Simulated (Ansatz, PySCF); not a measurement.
Process, species as SMILES: O=BB=O + 2 B (BH3) -> 2 B=O (HBO) + BB (B2H4)
Each molecule is optimised on its own at B3LYP-D3(BJ)/def2-TZVP (Ansatz, a first-principles code), one conformer each, not searched for the lowest. Frequencies are from Ansatz or PySCF.

Quantity: bond separation energy (enthalpy at 298 K, with B3LYP-D3(BJ) rigid-rotor harmonic-oscillator terms), in eV. Valence correlation only, unless marked. Spin-orbit coupling is left out. Non-relativistic. CBS(X,Y): correlation extrapolated as X^-3; Hartree-Fock from the larger set.

```csv
level,program,bond separation energy (eV)
PBE0/def2-TZVP,Ansatz,…
PBE0/def2-QZVPP,Ansatz,-0.25
r2SCANh-D4/def2-TZVPD,Ansatz + dftd4,-0.25
r2SCANh/def2-TZVPD,Ansatz,-0.25
HSE06/def2-TZVPD,Ansatz,-0.25
"CCSD(T)/CBS(cc-pVTZ,cc-pVQZ)",Ansatz,…
```

Q: Fill in the missing entries.

A: 
- PBE0/def2-TZVP, bond separation energy (eV): -0.24
- CCSD(T)/CBS(cc-pVTZ,cc-pVQZ), bond separation energy (eV): -0.14
